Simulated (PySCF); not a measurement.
Gas-phase reaction: 2 CuH + 2 Cl ⇌ Cu2 + 2 HCl

Method: PySCF energies plus ideal-gas RRHO corrections (1 bar). † marks an energy on the PBE0/def2-TZVP geometry and frequencies; other levels use their own. MP2 freezes the core. 6-31G* has spherical d functions here. Open shells (unrestricted): Cl (multiplicity 2, electronic degeneracy 6); the rest are closed-shell singlets. Spin-orbit splitting is ignored; it lowers the true energy and changes the entropy of Cl. Cu: all electrons, no relativistic terms. MP2 isn't extrapolated to the basis-set limit; its ΔH°(298 K) is -516.2 kJ in def2-SVP and -535.1 kJ in def2-TZVPP. The harmonic model lacks anharmonicity and excited electronic states, which grow with temperature; levels with a mode under 35 cm⁻¹ are left out.

| level | ΔE electronic, kJ | ΔH°(298 K), kJ | ΔS°(298 K), J/K | ΔG°(600 K), kJ |
|---|---|---|---|---|
| BLYP/def2-TZVP† | -520 | -508 | -113 | -439 |
| HF/6-31G* | -385 | -369 | -116 | -299 |
| MP2/def2-SVP† | -529 | -516 | -113 | -448 |
| PBE/def2-SVP | -547 | -536 | -114 | -467 |
| PBE/def2-TZVP† | -556 | -543 | -113 | -475 |
| PBE0/def2-QZVP† | -551 | -539 | -113 | -470 |
| PBE0/def2-SVP† | -544 | -531 | -113 | -462 |
| PBE0/def2-TZVP | -553 | -540 | -113 | -472 |
| r2SCAN/def2-TZVP† | -541 | -528 | -113 | -460 |
| LDA/def2-TZVP† | -624 | -612 | -113 | -543 |
ΔH° is lowest at LDA/def2-TZVP† and highest at HF/6-31G*. No reference value is set beside these.
